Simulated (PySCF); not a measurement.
`InChI=1S/C5H9FOS/c1-2-4-3-5(6)8(4)7/h4-5H,2-3H2,1H3/t4-,5+,8-/m0/s1`

Molfile (atoms numbered from 1):
```
C5H9FOS
     RDKit          3D

 17 17  0  0  0  0  0  0  0  0999 V2000
    2.2660   -0.1000    0.1556 C   0  0  0  0  0  0  0  0  0  0  0  0
    1.0958    0.7747   -0.2831 C   0  0  0  0  0  0  0  0  0  0  0  0
   -0.1098   -0.0456   -0.6812 C   0  0  1  0  0  0  0  0  0  0  0  0
   -0.8101   -0.8486    0.4176 C   0  0  0  0  0  0  0  0  0  0  0  0
   -2.2338   -0.3941    0.1242 C   0  0  2  0  0  0  0  0  0  0  0  0
   -2.9608   -1.3146   -0.5749 F   0  0  0  0  0  0  0  0  0  0  0  0
   -1.6423    1.0017   -1.0057 S   0  0  0  0  0  4  0  0  0  0  0  0
   -1.5454    2.1867   -0.1614 O   0  0  0  0  0  0  0  0  0  0  0  0
    3.1153    0.5212    0.4269 H   0  0  0  0  0  0  0  0  0  0  0  0
    1.9975   -0.7079    1.0161 H   0  0  0  0  0  0  0  0  0  0  0  0
    2.5692   -0.7629   -0.6519 H   0  0  0  0  0  0  0  0  0  0  0  0
    0.8056    1.4501    0.5253 H   0  0  0  0  0  0  0  0  0  0  0  0
    1.3985    1.3911   -1.1326 H   0  0  0  0  0  0  0  0  0  0  0  0
    0.0764   -0.6393   -1.5759 H   0  0  0  0  0  0  0  0  0  0  0  0
   -0.5013   -0.5242    1.4108 H   0  0  0  0  0  0  0  0  0  0  0  0
   -0.6864   -1.9293    0.3416 H   0  0  0  0  0  0  0  0  0  0  0  0
   -2.8413   -0.0472    0.9617 H   0  0  0  0  0  0  0  0  0  0  0  0
  1  2  1  0
  2  3  1  0
  3  4  1  0
  4  5  1  0
  5  6  1  0
  7  5  1  1
  7  8  2  0
  7  3  1  0
  1  9  1  0
  1 10  1  0
  1 11  1  0
  2 12  1  0
  2 13  1  0
  3 14  1  6
  4 15  1  0
  4 16  1  0
  5 17  1  1
M  END
```

The calculation used PySCF 2.14.0, TDDFT BHandHLYP/def2-SVPD circular dichroism and optical rotation, one conformer, gas phase. Geometry: GFN2-xTB.

The molecule is flexible and this is one conformer; a measurement averages over conformers. States above about 8.1 eV (minus the energy of the highest occupied orbital) lie near or above the ionisation threshold and depend on the basis. Singlets 11 and 12 lie within 0.01 eV of each other, so their separate moments and overlaps can depend on how they mix.

**Question.** Draw the ECD and absorption spectra from the lowest 12 states, each a Gaussian of half-width 0.25 eV at 1/e height.

**Answer.** 
| E (eV) | λ (nm) | Δε (L mol⁻¹ cm⁻¹) | ε (L mol⁻¹ cm⁻¹) |
| --- | --- | --- | --- |
| 4.73 | 262 | -0.06 | 33.9 |
| 4.83 | 257 | -0.27 | 143 |
| 4.93 | 252 | -0.82 | 438 |
| 5.03 | 247 | -1.83 | 976 |
| 5.13 | 242 | -2.95 | 1580 |
| 5.23 | 237 | -3.47 | 1850 |
| 5.33 | 233 | -2.97 | 1580 |
| 5.43 | 228 | -1.96 | 989 |
| 5.53 | 224 | -1.42 | 500 |
| 5.63 | 220 | -2.26 | 347 |
| 5.73 | 216 | -4.90 | 528 |
| 5.83 | 213 | -8.52 | 876 |
| 5.93 | 209 | -10.94 | 1120 |
| 6.03 | 206 | -10.50 | 1080 |
| 6.13 | 202 | -8.36 | 867 |
| 6.23 | 199 | -7.46 | 795 |
| 6.33 | 196 | -9.04 | 988 |
| 6.43 | 193 | -11.22 | 1260 |
| 6.53 | 190 | -11.45 | 1380 |
| 6.63 | 187 | -9.73 | 1540 |
| 6.73 | 184 | -7.71 | 2210 |
| 6.83 | 182 | -4.53 | 3570 |
| 6.93 | 179 | +3.52 | 5070 |
| 7.03 | 176 | +16.76 | 5890 |
| 7.13 | 174 | +28.19 | 5720 |
| 7.23 | 172 | +29.64 | 4910 |
| 7.33 | 169 | +20.55 | 3900 |
| 7.43 | 167 | +8.05 | 2870 |
| 7.53 | 165 | -0.83 | 1900 |
| 7.63 | 163 | -5.36 | 1190 |
| 7.73 | 160 | -9.79 | 1010 |
| 7.83 | 158 | -17.73 | 1560 |
| 7.93 | 156 | -28.35 | 2820 |
| 8.03 | 154 | -37.04 | 4500 |
| 8.13 | 153 | -38.78 | 5920 |

Δε uses R in velocity form, ε uses f in length form. Only the states computed contribute, so the short-wavelength end is incomplete.
